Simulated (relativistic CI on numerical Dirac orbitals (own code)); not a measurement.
# One change at a time: Eu XXXVII

Base calculation: Dirac-Coulomb-Breit CI, orbitals from a KLI potential per configuration, model QED (radiative potential, 1s self-energy scaled to tabulated hydrogen-like ionisation energies), unscaled Slater integrals.

Configuration list (outside the closed core [Ne]): 3s²3p⁶3d⁹, 3s²3p⁵3d¹⁰, 3s3p⁶3d¹⁰, 3s²3p⁶3d⁸4s, 3s²3p⁶3d⁸4p, 3s²3p⁶3d⁸4d, 3s²3p⁴3d¹⁰4s, 3s²3p⁴3d¹⁰4p, 3s²3p⁵3d⁹4s, 3s²3p⁶3d⁸4f, 3s²3p⁴3d¹⁰4d, 3s²3p⁵3d⁹4p, 3s3p⁵3d¹⁰4s, 3s²3p⁶3d⁷4s², 3s3p⁵3d¹⁰4p, 3s²3p⁵3d⁹4d, 3s²3p⁶3d⁷4s4p, 3s3p⁶3d⁹4s, 3s3p⁵3d¹⁰4d, 3s²3p⁶3d⁸5s, 3p⁶3d¹⁰4s, 3s²3p⁶3d⁷4p², 3s²3p⁶3d⁸5p, 3s²3p⁶3d⁷4s4d, 3s²3p⁵3d⁹4f, 3s3p⁶3d⁹4p, 3p⁶3d¹⁰4p, 3s²3p⁶3d⁸5d, 3s²3p⁶3d⁷4p4d, 3s²3p⁵3d⁸4s², 3s²3p⁶3d⁸5f, 3s²3p⁶3d⁸5g, 3p⁶3d¹⁰4d, 3s3p⁶3d⁹4d, 3s²3p⁵3d⁸4s4p, 3s²3p⁶3d⁷4d². Levels of other configurations are missing.

The lowest level and the first level of each name with at least 55 % of one term (blank where a level has no safe partner in the second run):

```
            Level  Base (eV)  Shift (eV)
  3s²3p⁶3d⁹ ²D5/2       0.00        0.00
  3s²3p⁶3d⁹ ²D3/2      30.01       -0.01
3s²3p⁵3d¹⁰ ²P°3/2     336.13       +0.21
3s²3p⁵3d¹⁰ ²P°1/2     475.58       +0.44
  3s3p⁶3d¹⁰ ²S1/2     658.43       +0.92
3s²3p⁶3d⁸4s ⁴F9/2    1016.69       -0.45
3s²3p⁶3d⁸4s ²F7/2    1019.13       -0.49
3s²3p⁶3d⁸4s ⁴F7/2    1046.15       -0.51
3s²3p⁶3d⁸4s ⁴F5/2    1046.63       -0.48
3s²3p⁶3d⁸4s ⁴P3/2    1057.58       +0.06
3s²3p⁶3d⁸4s ²G9/2    1058.93       -0.48
3s²3p⁶3d⁸4s ²P1/2    1059.21       +0.03
3s²3p⁶3d⁸4s ²G7/2    1059.26       -0.45
3s²3p⁶3d⁸4s ²S1/2    1100.68       +1.30
```

At this charge energies of transitions that change n are usually good to better than 1 %, and those within a shell (Δn = 0) to a few per cent.

One thing was changed in a second run, which moved the levels as shown. Which?
A. Breit term removed
B. configuration mixing switched off
C. QED terms removed

B. Configuration mixing switched off. Without mixing, levels that were pushed by configurations of the same parity and J return to their single-configuration places.

LS names give the leading component of a level, which can be under half, so a name can repeat, a term be missing and a line seem to break the LS rules.
